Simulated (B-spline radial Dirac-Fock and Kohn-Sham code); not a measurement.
**Kohn-Sham estimates against Dirac-Fock for the levels of Er¹⁴⁺**

System: the Er¹⁴⁺ ion, [Kr] 4d10 4f7 5s1.

The density-functional columns are spherical, spin-unpolarised Dirac-Kohn-Sham results without Breit or QED terms: −ε is minus the orbital energy of the initial state and ΔSCF the difference of two total energies. The reference in the last column comes from relaxed Dirac-Fock hole states (ΔSCF) with Breit and QED corrections and a finite nucleus. All numbers are from a radial finite-basis atomic code, in eV; a selection of levels is shown. For the 1s level of heavy atoms much of the gap between ΔSCF and the reference is the Breit and QED part, -263.5 eV here; for other levels the error of the functional can be larger.

```tsv
level	LDA −ε	LDA ΔSCF	Dirac-Fock
K	57547.7	58052.0	57801.1
L1	9916.5	10015.7	10075.9
L2	9464.5	9588.6	9582.2
L3	8548.6	8659.4	8675.9
M1	2457.5	2493.1	2542.0
M2	2258.4	2295.8	2327.0
M3	2066.0	2101.2	2133.7
M4	1723.5	1763.8	1770.8
M5	1681.5	1720.9	1729.6
N2	638.8	657.8	674.5
N3	593.6	611.9	629.3
N4	460.4	478.4	483.0
N5	451.9	469.6	474.6
N6,7	286.2	303.1	300.2
O1	295.8	306.4	300.6
```

Values without a named source are computed, but for edge energies of neutral atoms, which are taken from tables.
